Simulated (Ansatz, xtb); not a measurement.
Molecule: SbCl₂, charge 1, multiplicity 1. 
Geometry from a B3LYP-D3(BJ)/def2-TZVP (Ansatz, an electronic-structure program) optimisation:
```xyz
3

Sb     0.0105     0.0027     0.5827
Cl     0.9319    -1.4704    -0.8843
Cl    -0.9635     1.4623    -0.8637
```
Charge +1, spin multiplicity 1.

Harmonic wavenumbers from GFN2-xTB (xtb, at its own minimum), cm⁻¹: 113, 339, 353.

Give the harmonic wavenumbers at B3LYP-D3(BJ)/def2-TZVP (Ansatz, finite differences of forces, unscaled).

141, 413, 422 cm⁻¹. Zero-point energy 1.4 kcal/mol.

From these and the geometry, give the ideal-gas thermochemistry at 298.15 K and 1 atm (rigid rotor, harmonic oscillator).

Point group C2v, rotational symmetry number 2. Rotational constants 5.314, 2.338, 1.624 GHz. S(trans) 41.67, S(rot) 25.79, S(vib) 4.59, S(elec, spin only) 0.00, S 72.1 cal/(mol K). H(298) - H(0) 3.15 kcal/mol; G - E(el) -16.9 kcal/mol.
